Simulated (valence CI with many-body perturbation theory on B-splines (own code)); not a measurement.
# Which ion has this spectrum?

A relativistic CI+MBPT calculation for an atom or ion with 49 electrons gives these levels (cm⁻¹):

| J | Parity | E | g |
| --- | --- | --- | --- |
| 1/2 | odd | 0.0 | 0.67 |
| 5/2 | odd | 4147 | 0.86 |
| 7/2 | odd | 7500 | 1.14 |
| 3/2 | odd | 39125 | 1.33 |
| 5/2 | even | 142611 | 0.76 |
| 7/2 | even | 146483 | 1.15 |
| 3/2 | even | 148990 | 0.51 |
| 1/2 | even | 150566 | 2.55 |
| 7/2 | even | 151234 | 1.15 |
| 5/2 | even | 151399 | 1.02 |
| 9/2 | even | 153429 | 1.25 |
| 5/2 | even | 159057 | 0.91 |
| 7/2 | even | 162516 | 1.05 |
| 7/2 | even | 170551 | 0.67 |

The energies are calculated, with errors of perhaps 300 cm⁻¹, more in some levels.

(1) Which is it?
A. Ba7+
B. Sm13+
C. Pr10+
D. La8+

## Answers

(1) C. Pr10+, ground level 5s²5p ²P°_1/2.
